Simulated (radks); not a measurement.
These are the eigenvalues of the occupied orbitals of an atom or ion with whole-number occupations (eV). Calculated with a radial shooting solver on a logarithmic mesh with Libxc functionals: Dirac Kohn-Sham, BLYP, spin-unpolarised, spherical densities, finite nucleus; Fermi nuclear charge, rms radius of each element as measured or else 0.836 A^(1/3) + 0.57 fm.

1s1/2: -8525.250
2s1/2: -1296.503
2p1/2: -1171.973
2p3/2: -1154.400
3s1/2: -379.0268
3p1/2: -339.5987
3p3/2: -336.4574

Which element is it, and in what charge state? The configuration may be excited. Open shells, if any, fill j = l - 1/2 first.

Answer. Z = 28, nickel, charge +11: Ni11+ in [Ne] 3s2 3p5. The list shows which subshells hold electrons but not how many an open one holds; the 1s level, -313.3 hartree, gives Z - s = 25.0 by -(Z - s)^2/2, which with screening and relativity narrows Z to a few neighbours, and the depths of the outer levels then fix element, charge and occupations together.
